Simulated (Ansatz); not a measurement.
`[CH3][In]([F])[Br]` + NH₃ → `[NH2][In]([F])[Br]` + CH₄ at 500 K and 1 bar (ligand exchange at the In–C bond).

Isolated molecules relaxed with PBE0-D4/def2-TZVP in Ansatz; ΔE leaves out vibrations. CCSD(T)/CBS adds triple-zeta CCSD(T) − MP2 to the extrapolated MP2 energy (def2 sets, frozen cores). This one scheme is used for every species. Elements past krypton have def2 core potentials. For Br, In outer-core shells are correlated without core-valence functions, which leaves a few kJ/mol of doubt a bond. Scalar relativity is left out up to krypton. Each species was taken in one conformer, which may not be the lowest.

| species | CCSD(T)/CBS energy (Eh) | H − E (kJ/mol) | S (J/(mol·K)) |
| --- | --- | --- | --- |
| `[CH3][In]([F])[Br]` | -2902.87565 | 141.0 | 429.3 |
| NH₃ | -56.50880 | 108.2 | 211.8 |
| `[NH2][In]([F])[Br]` | -2918.92828 | 111.7 | 407.2 |
| CH₄ | -40.46206 | 135.6 | 206.8 |

H − E and S are ideal-gas, rigid-rotor, harmonic terms from PBE0-D4/def2-TZVP, for one conformer and one mirror image of each species. 1 Eh = 2625.50 kJ/mol, R = 8.31446 J/(mol·K).

**Question.** By hand: ΔE, ΔH, ΔS and ΔG.

**Answer.** ΔE = (-2918.92828) + (-40.46206) − (-2902.87565) − (-56.50880) = -0.00589 Eh = -15.5 kJ/mol. Δ(H − E) = 111.7 + 135.6 − 141.0 − 108.2 = -1.9, so ΔH = -17.4 kJ/mol. ΔS = 407.2 + 206.8 − 429.3 − 211.8 = -27.1 J/(mol·K). ΔG = -17.4 − 500 × (-27.1)/1000 = -3.8 kJ/mol.

**Question.** By hand: the equilibrium constant, and the temperature at which ΔG would vanish if ΔH and ΔS stayed fixed.

**Answer.** log₁₀ K = −ΔG/(RT ln 10) = 0.4. ΔG = 0 at ΔH/ΔS = 642 K.

TΔS isn't small against ΔH here. The sign of ΔG lies within the doubt. A doubt of 5 kJ/mol in ΔE shifts log₁₀ K by 0.5 here. Other conformers and mirror images would add mixing entropy, several J/(mol·K) or more a flexible species. Modes under 60 cm⁻¹, often nearly free rotors, make the harmonic entropy too high. These are equilibria of isolated gas molecules and say nothing of rates. Largest T1 diagnostic: 0.013 (customary marks: 0.02 for closed shells, 0.045 for open ones).
